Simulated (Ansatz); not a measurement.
Stepwise reaction of `C=C[SiH2][SiH3]` with hydrogen fluoride, as a gas-phase model of exchange steps in deposition or etching. ΔE in kJ/mol.

Calculated with Ansatz (gas phase, PBE0-D4/def2-TZVP geometries, no zero-point term in ΔE). CCSD(T)/CBS adds triple-zeta CCSD(T) − MP2 to the extrapolated MP2 energy (def2 sets, frozen cores). This one scheme is used for every species. Functionals use def2-TZVPP. B3LYP here is the variant with VWN-RPA as its local correlation; programs differ in this. Each species was taken in one conformer, which may not be the lowest.

| step | reaction | PBE-D4 | B3LYP-D4 | ωB97M-V | CCSD(T)/CBS |
| --- | --- | --- | --- | --- | --- |
| 1 | `C=C[SiH2][SiH3]` + H–F → `C=C[SiH2][SiH2]F` + H₂ | -91.9 | -101.8 | -100.3 | -97.1 |
| 2 | `C=C[SiH2][SiH2]F` + H–F → `C=C[SiH](F)[SiH2]F` + H₂ | -99.7 | -110.0 | -108.4 | -104.1 |

By hand: ΔE of the 2 steps together at CCSD(T)/CBS.

(-97.1) + (-104.1) = -201.2 kJ/mol, or -100.6 kJ/mol a step.

In ΔE each step is lower than the one before. All are downhill at CCSD(T)/CBS. PBE-D4 differs from CCSD(T)/CBS by 4.4 to 5.2 kJ/mol a step. Isolated molecules leave out the surface, adducts and barriers. Largest T1 diagnostic: 0.013.
